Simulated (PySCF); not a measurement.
A structure optimised at PBE-D3(BJ)/def2-SVP, used in a PySCF frequency run:

```
N
C 1 1.4202
H 2 1.1119 1 110.76
H 2 1.1126 3 107.80 1 120.37
H 2 1.1141 3 108.99 4 117.43
Mo 1 1.7294 2 156.73 3 -119.97
F 6 1.8709 1 109.22 2 122.06
S 6 2.1333 1 106.88 2 -0.30
S 6 2.3423 1 105.09 2 -113.17
H 9 1.3644 6 96.26 1 -28.40
```
Charge 0, spin multiplicity 1.

Q: Write its SMILES and formula.

A: C[N]=[Mo]([F])(=[S])[SH], CH₄FMoNS₂

Q: What are its rotational constants (standard atomic weights)?

A: 1.5202, 1.3125, 1.1470 GHz
